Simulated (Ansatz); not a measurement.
Results of the Gaussian-basis code of Ansatz.

A structure relaxed at PBE0-D4/def2-TZVP, charge 0, multiplicity 1:

```
atom   x (Å)   y (Å)   z (Å)
  C1  -1.437   0.299   0.041
  C2  -0.221  -0.363  -0.599
 Si3   1.370  -0.059   0.295
 Cl4   1.782   1.938   0.383
 Cl5   2.913  -0.992  -0.656
 Cl6   1.271  -0.768   2.207
  H7  -2.341   0.081  -0.530
  H8  -1.323   1.385   0.082
  H9  -1.593  -0.057   1.061
 H10  -0.075  -0.014  -1.627
 H11  -0.346  -1.450  -0.656
```

**Question.** Give its formula and SMILES.

**Answer.** C2H5Cl3Si, `CC[Si](Cl)(Cl)Cl`.

**Question.** Point group (tolerance 0.08 Å, 0.16 Å for H)?

**Answer.** Cs.

**Question.** Summarise the bond lengths by kind.

**Answer.** 1 × C–C 1.525 Å; 5 × C–H 1.092 to 1.095 Å; 1 × C–Si 1.850 Å; 3 × Cl–Si 2.039 to 2.041 Å.
